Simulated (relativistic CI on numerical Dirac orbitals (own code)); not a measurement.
Hyperfine structure of Ag XXX, mass number 107

Method of calculation: Dirac-Coulomb-Breit CI, separate exchange-only KLI orbitals for each configuration, model QED, unscaled Slater integrals (own radial code, finite nucleus).

Configuration list (outside the closed core [Ne]): 3s²3p⁶, 3s²3p⁵3d, 3s3p⁶3d, 3s²3p⁵4s, 3s²3p⁵4p, 3s²3p⁵4d, 3s3p⁶4s, 3p⁶3d4p, 3p⁶3d², 3p⁵3d³, 3p⁵3d²4s, 3p⁵3d²4p, 3p⁵3d²4d, 3p⁶3d4s, 3p⁵3d4s², 3p⁵3d4s4p, 3p⁵3d4s4d. Double excitations out of closed p, d and f shells are left out; levels of such configurations are missing from the list, as are those of other unlisted configurations, and high levels can miss mixing partners.

Nuclear spin I = 1/2, μ = -0.11352 μN (tables of Stone and Pyykkö). The electronic factors are computed for point nuclear moments, without core polarisation or the Bohr-Weisskopf and QED corrections.

```json
{"Level": "3s²3p⁵3d ³P°1", "E (eV)": "133.339", "A (MHz)": "-4113"}
{"Level": "3s²3p⁵3d ³F°3", "E (eV)": "138.683", "A (MHz)": "-6885"}
{"Level": "3s²3p⁵3d ³F°4", "E (eV)": "143.206", "A (MHz)": "-4624"}
{"Level": "3s²3p⁵3d ³D°3", "E (eV)": "152.900", "A (MHz)": "-4088"}
{"Level": "3s²3p⁵3d ³D°1", "E (eV)": "163.851", "A (MHz)": "1742"}
{"Level": "3s²3p⁵3d ³F°2", "E (eV)": "176.706", "A (MHz)": "-16990"}
{"Level": "3s²3p⁵3d ¹P°1", "E (eV)": "208.030", "A (MHz)": "7416"}
{"Level": "3s3p⁶3d ³D1", "E (eV)": "288.098", "A (MHz)": "40380"}
```

Levels with J = 0, under 50 % of one LS term, or S terms without an open s electron are left out. Small factors come from cancelling terms and can be off by tens of per cent or more.

At this charge energies of transitions that change n are usually good to better than 1 %, and those within a shell (Δn = 0) to a few per cent.

(1) Give the hyperfine levels of 3s²3p⁵3d ³F°3 relative to its centre of gravity.

## Answers

(1) With K = F(F + 1) − I(I + 1) − J(J + 1), E = AK/2: F = 5/2: 13770, F = 7/2: -10330 MHz.

LS names give the leading component of a level, which can be under half, so a name can repeat, a term be missing and a line seem to break the LS rules.
